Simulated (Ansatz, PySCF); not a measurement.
Reaction (SMILES): [GeH3][c]1cc[cH-]c1 -> [GeH2-][C]1=CC=CC1
Each molecule is optimised on its own at B3LYP-D3(BJ)/def2-TZVP (Ansatz, a first-principles code), one conformer each, not searched for the lowest. Frequencies are from Ansatz or PySCF. Unstable Hartree-Fock reference: [GeH2-][C]1=CC=CC1.

Property: isomerisation energy (enthalpy at 298 K, with B3LYP-D3(BJ) rigid-rotor harmonic-oscillator terms), in kcal/mol. Valence correlation only, unless marked. Spin-orbit coupling is left out. Frozen are the shells of the preceding noble gas and the d and f shells that filled before the atom's block. Non-relativistic. Anions need diffuse functions: aug- sets have them; def2-D sets add few; the other sets have none. CBS(X,Y): correlation extrapolated as X^-3; Hartree-Fock from the larger set. [CCSD(T)-MP2]/basis is that difference in the basis named.

```tsv
level	program	isomerisation energy (kcal/mol)
CAM-B3LYP-D3(BJ)/def2-TZVPD	Ansatz + dftd3	14.8
LC-wPBE/def2-TZVPD	Ansatz	18.2
```

Predict the RI-MP2/CBS(aug-cc-pVTZ,aug-cc-pVQZ)+[CCSD(T)-MP2]/aug-cc-pVTZ result (Ansatz).

14.6 kcal/mol
